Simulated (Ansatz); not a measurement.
`OB([SiH3])CI` + `O[SiH3]` → `OB([SiH3])O[SiH3]` + `CI`  (ligand exchange at a B–C bond)

Gas-phase electronic energies from Ansatz, PBE0-D4/def2-TZVP geometries. CCSD(T)/CBS is the MP2 limit (def2-TZVPP, def2-QZVPP) plus CCSD(T) − MP2 in def2-TZVPP, frozen cores. Functionals use def2-TZVPP. B3LYP here is the variant with VWN-RPA as its local correlation; programs differ in this. def2 core potentials past Kr. For I outer-core shells are correlated without core-valence functions, which leaves a few kJ/mol of doubt a bond. Each species was taken in one conformer, which may not be the lowest.

```tsv
level	ΔE (kcal/mol)	difference from CCSD(T)/CBS
PBE-D4	-27.4	1.1
r2SCAN-D4	-29.3	-0.8
PBE0-D4	-28.3	0.2
B3LYP-D4	-30.4	-1.9
ωB97M-V	-29.8	-1.3
B2PLYP	-30.6	-2.1
PBE	-27.9	0.6
r2SCAN	-29.4	-0.9
PBE0	-28.9	-0.4
B3LYP	-31.4	-2.9
MP2/def2-TZVPP	-28.1	0.4
SCS-MP2/def2-TZVPP	-29.3	-0.8
CCSD/def2-TZVPP	-29.9	-1.4
MP2/def2-QZVPP	-27.8	0.7
SCS-MP2/def2-QZVPP	-29.1	-0.6
MP2/CBS(def2)	-27.5	1.0
CCSD(T)/CBS	-28.5	0
```

Largest T1 diagnostic among the species: 0.014.

The D4 term adds +1.0 kcal/mol with B3LYP and +0.5 kcal/mol with PBE0; it sums over pairs of atoms, weighted by their polarisabilities, and B3LYP, whose exchange is more repulsive, gets the larger term. In def2-TZVPP, CCSD(T) changes the Hartree–Fock value by +5.8 kcal/mol (the triples alone add +0.9 kcal/mol) and MP2 by +6.8 kcal/mol. From PBE to PBE0 (25 % exact exchange), in def2-TZVPP and without D4, ΔE moves by −0.9 kcal/mol.
